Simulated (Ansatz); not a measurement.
One change: `[BH2][SnH2][CH2]F` becomes `[BH2][SnH2][CH3]`.

Ansatz, PBE0-D4/def2-TZVP geometries, multiplicity 1. Each molecule was computed in one conformer, which needn't be the lowest.

Elements past krypton have def2 core potentials.

| property | `[BH2][SnH2][CH2]F` |
| --- | --- |
| HOMO–LUMO gap (ωB97M-V/def2-TZVPP) / eV | 9.22 |
| HOMO–LUMO gap (PBE0/def2-TZVPP) / eV | 5.13 |
| HOMO–LUMO gap (PBE/def2-TZVPP) / eV | 2.88 |
| HOMO energy (PBE0/def2-TZVPP) / eV | -7.72 |
| HOMO–LUMO gap (B3LYP/def2-TZVPP) / eV | 4.71 |
| HOMO energy (ωB97M-V/def2-TZVPP) / eV | -9.88 |

**Question.** What does the change do to each property? (Best estimate.)

**Answer.** Ansatz gave: 
| property | `[BH2][SnH2][CH3]` | shift |
| --- | --- | --- |
| HOMO–LUMO gap (ωB97M-V/def2-TZVPP) / eV | 9.33 | 0.11 |
| HOMO–LUMO gap (PBE0/def2-TZVPP) / eV | 5.28 | 0.15 |
| HOMO–LUMO gap (PBE/def2-TZVPP) / eV | 3.15 | 0.27 |
| HOMO energy (PBE0/def2-TZVPP) / eV | -7.71 | 0.01 |
| HOMO–LUMO gap (B3LYP/def2-TZVPP) / eV | 4.87 | 0.16 |
| HOMO energy (ωB97M-V/def2-TZVPP) / eV | -9.84 | 0.04 |

B3LYP here is the variant with VWN-RPA as its local correlation; programs differ in this.
